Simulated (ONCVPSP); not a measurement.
## Transferability test, ONCV potential for S

```
Element                 : sulfur (S)
Generator               : ONCVPSP 4.0.1
Type                    : optimised norm-conserving Vanderbilt (ONCV)
Functional              : LDA (Perdew-Zunger)
Relativity              : fully relativistic
Frozen core             : [Ne]
Valence charge          : 6
Reference configuration : 3s2 3p4
Partial waves           : 3s: rc 1.45 bohr, ncon 3, nbas 7, qcut 5.7 1/bohr, local; 3p: rc 1.45 bohr, ncon 4, nbas 8, qcut 5.9 1/bohr, 2 projectors, debl 3.2 Ha
Local potential         : the s channel
Core correction         : none
```

Open shells are filled in proportion to 2j + 1.

Energies are relative to the spin-unpolarised reference configuration 3s2 3p4; without spin polarisation the order of configurations can differ from experiment.

```csv
valence configuration,charge,ΔE all-electron (eV),error AE − PS (meV)
3s2 3p2,+2,34.236,+28
3s1 3p4,+1,22.660,+8.2
```

Task: What are ΔE and the potential's error for 3s2 3p1?

Result: ΔE = 68.394 eV all-electron; the error (AE − PS) is +116 meV.

Task: What are ΔE and the potential's error for 3s2 3p3?

Result: ΔE = 11.863 eV all-electron; the error (AE − PS) is +3.1 meV.

Levels in the configuration 3s1 3p4:

```csv
level,all-electron (eV),pseudo (eV)
3s j=1/2,-28.292,-28.272
3p j=3/2,-17.412,-17.399
3p j=1/2,-17.517,-17.503
```
